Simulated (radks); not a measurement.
Values are calculated unless marked as measured or tabulated.
Spherical quantum dot in the effective-mass picture: electrons in a well V = -V0 / (1 + exp((r - R)/a)) with V0 = 22.4, R = 2.45, a = 0.23, with a point charge +1 (a donor) at the centre, all in effective atomic units (hartree* = m*/eps^2 hartree, bohr* = eps/m* bohr), one dielectric constant everywhere. Level of theory: non-relativistic Kohn-Sham, exchange-only LDA, spin-polarised, spherical densities (a radial shooting solver with Libxc functionals). Levels are named by radial order and angular momentum (1s, 1p, 1d, 2s, ...), and open shells are averaged over m. Results are scaled to m* = 0.06 and eps = 11.3, for which hartree* = 12.79 meV and bohr* = 9.966 nm.

N = 13, configuration 1s2 1p6 1d(up 5, down 0). This is the lowest configuration that the search found. Occupied and some empty levels:

level,occupation,eigenvalue (meV),<r> (nm)
1s up,1,-184.18,12.00
1s down,1,-182.39,11.73
1p up,3,-172.88,14.48
1p down,3,-170.58,14.41
1d up,5,-159.05,15.76
1d down,0,-156.61,15.75
2s up,0,-154.09,11.52
2s down,0,-152.80,11.66
1f up,0,-142.29,16.73
1f down,0,-139.82,16.74
2p up,0,-129.16,13.44
2p down,0,-127.62,13.44

Energy (meV): total -2828.33, kinetic 296.77, external -3701.7, Hartree 665.90, exchange-correlation -89.302.
